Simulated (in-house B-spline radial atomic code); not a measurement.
## BP86 excitations of the zinc ion Zn²⁺

Method: BP86. Computed with a B-spline radial code for spherical atoms: linear response of the closed shell [Ar] 3d10 with the functional's adiabatic kernel; scalar-relativistic (spin-free one-electron X2C), finite nucleus, no spin-orbit coupling, no double excitations, S, P, D and F terms only. Only terms of natural parity with L up to 3 were computed.

Command:
```bash
python run_td.py task.json out
```
Settings (radii: box in bohr, nucleus in fm):
```
Z                        30
electrons                28
configuration            [Ar] 3d10
hamiltonian              x2c
method                   b88,p86
box_radius               29.48
rms_radius               3.9283
intervals                73
```

Cost of the run: 1.8 s on 1 thread of Intel(R) Xeon(R) Platinum 8259CL CPU @ 2.50GHz (Skylake/Cascade Lake) (shared host).

The lowest states, in the order of their Tamm-Dancoff energies; the method's threshold (minus the highest occupied level) is 30.94 eV. Labels give the largest channel, * marks a mixed state, and oscillator strengths are full-response dipole values. Semilocal kernels can invert the small singlet-triplet splittings of Rydberg terms. Energies in eV:

```csv
state,full response,Tamm-Dancoff,oscillator strength
3d → 4s 3D,7.567,7.604,-
3d → 4s 1D,8.155,8.166,-
3d → 4p 3P,14.973,15.006,-
3d → 4p 3F,15.059,15.084,-
3d → 4p 1F,15.288,15.298,-
3d → 4p 1P,16.095,16.166,0.473
3d → 5s 3D,22.547,22.551,-
3d → 5s 1D,?,?,-
3d → 4d 3S,?,?,-
3d → 4d 3D,23.589,23.593,-
3d → 4d 1D,23.724,23.732,-
3d → 5p 3P,24.464,24.469,-
3d → 5p 3F,24.470,24.474,-
3d → 5p 1F,24.523,24.524,-
3d → 5p 1P,24.685,24.700,0.048
3d → 4d 1S,24.675,24.813,-
```

Where does 3d → 5s 1D lie?

At 22.629 eV in full response, 22.630 eV in Tamm-Dancoff.

Where does 3d → 4d 3S lie?

At 23.354 eV in full response, 23.372 eV in Tamm-Dancoff.

How large is the singlet-triplet splitting of 3d → 4s (D terms) in Tamm-Dancoff?

0.562 eV, from the unrounded values.

What polarisabilities and dispersion coefficient does the method give?

Dipole 3.029 bohr³, quadrupole 10.57 bohr⁵, C6 8.211 hartree·bohr⁶ for two such species.
